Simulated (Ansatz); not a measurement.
Reaction (formal exchange of groups at a Te–C bond): `[AlH2][CH2]C[TeH]` + `C=C(Cl)I` → `C=C(Cl)[TeH]` + `[AlH2][CH2]CI`

Gas-phase electronic energies from Ansatz, PBE0-D4/def2-TZVP geometries. CCSD(T)/CBS is the MP2 limit (def2-TZVPP, def2-QZVPP) plus CCSD(T) − MP2 in def2-TZVPP, frozen cores. Functionals use def2-TZVPP. def2 core potentials past Kr. For I, Te outer-core shells are correlated without core-valence functions, which leaves a few kJ/mol of doubt a bond. One conformer a species, not always the lowest.

Q: Is it downhill or uphill in electronic energy at CCSD(T)/CBS, and by how much? (Estimate.)

A: The calculation gave: Downhill: ΔE = -16.5 kJ/mol.

Q: What do these levels give: ωB97X-V, ωB97M-V, B2PLYP, PBE0, MP2/def2-QZVPP, MP2/CBS(def2)? (An estimate is asked.)

A: Computed: ωB97X-V -16.3, ωB97M-V -16.5, B2PLYP -17.6, PBE0 -16.9, MP2/def2-QZVPP -15.4, MP2/CBS(def2) -15.7 kJ/mol.

Largest T1 diagnostic among the species: 0.011.

In def2-TZVPP, CCSD(T) changes the Hartree–Fock value by +6.0 kJ/mol (the triples alone add +0.1 kJ/mol) and MP2 by +6.8 kJ/mol.
